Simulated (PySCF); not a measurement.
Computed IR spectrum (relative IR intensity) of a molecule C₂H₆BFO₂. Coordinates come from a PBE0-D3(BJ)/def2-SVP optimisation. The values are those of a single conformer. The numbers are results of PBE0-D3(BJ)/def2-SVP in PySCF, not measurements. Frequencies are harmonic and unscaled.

ν (cm⁻¹): 152 (w), 270 (w), 471 (vw), 634 (m), 891 (w), 990 (s), 1089 (w), 1129 (m), 1203 (vw), 1291 (m), 1415 (s), 1440 (s), 1559 (vs), 3050 (m), 3063 (w), 3119 (w), 3143 (w), 3160 (vw), 3855 (m) (against the strongest line: vs over 80 %, s over 45 %, m over 15 %, w over 4 %, vw less)

Problem. Which structure fits?
A. COB(F)CO
B. COB(O)CF
C. OCB(O)CF
D. C[C@@H](F)B(O)O

Solution. B, COB(O)CF
